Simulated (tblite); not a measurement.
Species: C4H8F3OPS.
SMILES with atom numbers: `[CH3:1][S:2][CH2:3][P@@:4]([CH3:5])(=[O:6])[C:7]([F:8])([F:9])[F:10]` (hydrogens: H11, H12, H13 on C1; H14, H15 on C3; H16, H17, H18 on C5)

Computed with GFN2-xTB (tblite), gas phase: L-BFGS steps from a force-field or distance-geometry start until the largest atomic force falls under 0.01 eV/Å.

Step 19: E = -999.2327 eV
```
atom  x, y, z in Å  |  force x, y, z in eV/Å
C1      2.6168   -0.0200    1.1488   -0.013  -0.008  -0.002
S2      1.5138   -1.4587    1.0715    0.010   0.046  -0.046
C3      0.6090   -1.0891   -0.4662   -0.011   0.032  -0.012
P4     -0.4734    0.3712   -0.1846   -0.023  -0.007   0.022
C5     -1.6821   -0.0611    1.1035   -0.020  -0.001   0.020
O6      0.1938    1.6629   -0.0436    0.004  -0.044   0.000
C7     -1.5258    0.3365   -1.7583    0.029  -0.027   0.000
F8     -0.7440    0.5033   -2.8300   -0.007   0.012  -0.015
F9     -2.4420    1.3063   -1.7610    0.030  -0.032   0.023
F10    -2.1763   -0.8248   -1.9281   -0.031   0.009  -0.014
H11     3.0131    0.1818    0.1579   -0.014  -0.023   0.016
H12     3.4266   -0.2793    1.8242   -0.049  -0.009   0.020
H13     2.0666    0.8378    1.5222    0.048   0.023  -0.021
H14     0.0214   -1.9749   -0.7064    0.008   0.013   0.018
H15     1.3206   -0.8829   -1.2689    0.014   0.007   0.003
H16    -2.4402    0.7220    1.1227    0.003   0.015   0.007
H17    -2.1438   -1.0281    0.9236    0.008   0.001  -0.011
H18    -1.1627   -0.0700    2.0610    0.014  -0.008  -0.009
```

Step 20: E = -999.2332 eV
```
atom  x, y, z in Å  |  force x, y, z in eV/Å
C1      2.6177   -0.0203    1.1496   -0.008   0.009  -0.002
S2      1.5151   -1.4570    1.0716   -0.013   0.012  -0.032
C3      0.6090   -1.0888   -0.4654   -0.008   0.022  -0.020
P4     -0.4754    0.3696   -0.1843   -0.017  -0.002  -0.018
C5     -1.6831   -0.0614    1.1040   -0.013   0.002   0.003
O6      0.1916    1.6617   -0.0463    0.007  -0.038   0.012
C7     -1.5266    0.3357   -1.7591    0.014  -0.028  -0.007
F8     -0.7438    0.5045   -2.8302   -0.021   0.005   0.001
F9     -2.4418    1.3071   -1.7594    0.041  -0.039   0.020
F10    -2.1799   -0.8240   -1.9320   -0.013   0.024  -0.013
H11     3.0157    0.1801    0.1598    0.000  -0.018  -0.011
H12     3.4258   -0.2796    1.8262   -0.037  -0.012   0.031
H13     2.0688    0.8390    1.5202    0.036   0.033  -0.011
H14     0.0240   -1.9760   -0.7068    0.005   0.015   0.024
H15     1.3206   -0.8818   -1.2677    0.015   0.014  -0.001
H16    -2.4400    0.7217    1.1242   -0.009   0.035   0.012
H17    -2.1463   -1.0270    0.9253    0.003  -0.025  -0.015
H18    -1.1600   -0.0705    2.0585    0.018  -0.009   0.026
```

Step 21: E = -999.2338 eV
```
atom  x, y, z in Å  |  force x, y, z in eV/Å
C1      2.6184   -0.0205    1.1502    0.000   0.024  -0.003
S2      1.5160   -1.4551    1.0709   -0.033  -0.019  -0.011
C3      0.6089   -1.0880   -0.4650   -0.002   0.007  -0.025
P4     -0.4776    0.3680   -0.1843   -0.006  -0.001  -0.043
C5     -1.6842   -0.0616    1.1048   -0.005   0.003  -0.010
O6      0.1897    1.6598   -0.0484    0.009  -0.021   0.021
C7     -1.5269    0.3344   -1.7599   -0.003  -0.024  -0.013
F8     -0.7440    0.5056   -2.8306   -0.025  -0.004   0.009
F9     -2.4409    1.3072   -1.7576    0.039  -0.030   0.019
F10    -2.1837   -0.8230   -1.9359    0.003   0.023  -0.013
H11     3.0180    0.1781    0.1615    0.016  -0.013  -0.032
H12     3.4243   -0.2800    1.8287   -0.023  -0.015   0.038
H13     2.0717    0.8408    1.5180    0.020   0.042  -0.002
H14     0.0265   -1.9768   -0.7066    0.000   0.013   0.023
H15     1.3210   -0.8805   -1.2666    0.013   0.021  -0.008
H16    -2.4400    0.7220    1.1258   -0.015   0.044   0.017
H17    -2.1486   -1.0263    0.9266   -0.002  -0.038  -0.014
H18    -1.1573   -0.0712    2.0566    0.014  -0.010   0.045
```

Task: Estimate the geometry and energy of step 22. (The exact step hangs on the optimiser's Hessian estimate; all steps are aligned on step 21, rigid shifts and turns removed.)

Result: E = -999.2344 eV, largest force 0.059 eV/Å
```
atom  x, y, z in Å  |  force x, y, z in eV/Å
C1      2.6193   -0.0203    1.1509    0.008   0.031  -0.005
S2      1.5168   -1.4533    1.0700   -0.046  -0.035   0.014
C3      0.6089   -1.0869   -0.4649    0.006  -0.010  -0.026
P4     -0.4805    0.3659   -0.1850    0.007  -0.003  -0.045
C5     -1.6856   -0.0619    1.1057    0.002   0.002  -0.016
O6      0.1875    1.6573   -0.0506    0.011   0.001   0.025
C7     -1.5274    0.3325   -1.7612   -0.018  -0.014  -0.016
F8     -0.7447    0.5070   -2.8312   -0.020  -0.014   0.007
F9     -2.4393    1.3069   -1.7553    0.023  -0.007   0.020
F10    -2.1885   -0.8214   -1.9412    0.015   0.007  -0.013
H11     3.0212    0.1753    0.1630    0.031  -0.010  -0.043
H12     3.4220   -0.2809    1.8325   -0.012  -0.014   0.037
H13     2.0755    0.8439    1.5153    0.003   0.043   0.003
H14     0.0297   -1.9775   -0.7059   -0.007   0.005   0.015
H15     1.3218   -0.8785   -1.2654    0.009   0.026  -0.016
H16    -2.4401    0.7232    1.1282   -0.009   0.038   0.022
H17    -2.1514   -1.0261    0.9281   -0.003  -0.036  -0.009
H18    -1.1540   -0.0723    2.0552    0.001  -0.010   0.043
```

The energy changes by -0.0006 eV. The first-order estimate −F·Δx gives -0.0008 eV and the mean of the old and new forces, exact on a quadratic surface, -0.0006 eV. The step makes an angle of 69° with the force vector and moves no atom by more than 0.007 Å.

Run on an Arm Neoverse V2 with one thread, no GPU, shared host.
